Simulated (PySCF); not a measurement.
Si(F)3(vinyl) (C2H3F3Si), SMILES C=C[Si](F)(F)F.

The structure is a stationary point at TPSSh-D3(BJ)/def2-SVP. The values are those of a single conformer.

Method: PBE/def2-TZVP in PySCF.

Gas-phase values at a fixed geometry.

**Question.** Estimate the frontier levels, gap, dipole moment and polarisability. (Estimate from the structure and the level; the computed values follow.)

**Answer.** 
highest occupied level: -7.75 eV
lowest empty level: -2.35 eV
orbital gap: 5.40 eV
dipole moment: 2.71 D
quadrupole, principal values (traceless, Buckingham form, about the centre of nuclear charge): -5.21, 0.18, 5.03 D·Å
mean static polarisability: 45.6 bohr³ (6.76 Å³)
polarisability, principal values: 35.2, 42.9, 58.7 bohr³
